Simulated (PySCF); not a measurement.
**Electron correlation in Be²⁺ (beryllium, charge +2)**

1s2, closed-shell 1S. Calculation: PySCF 2.14, in cc-pVTZ; no relativity, point nucleus. Frozen: nothing; 2 electrons correlated.

Total MP2 correlation energy: -4.32 mhartree.

Same-spin part 0.00 and opposite-spin part -4.32 mhartree; SCS-MP2 scales them by 1/3 and 6/5 to -5.18 mhartree.

With two correlated electrons CCSD is exact within the correlated space (frozen core and kept virtual orbitals).

```csv
level,correlation energy (mhartree)
CCSD,-4.52
```

Diagnostics: T1 = 0.00095, D1 = 0.0013, largest double amplitude 0.012.

Is a single reference adequate?

Yes: T1 lies below 0.03 and no double amplitude reaches 0.07.
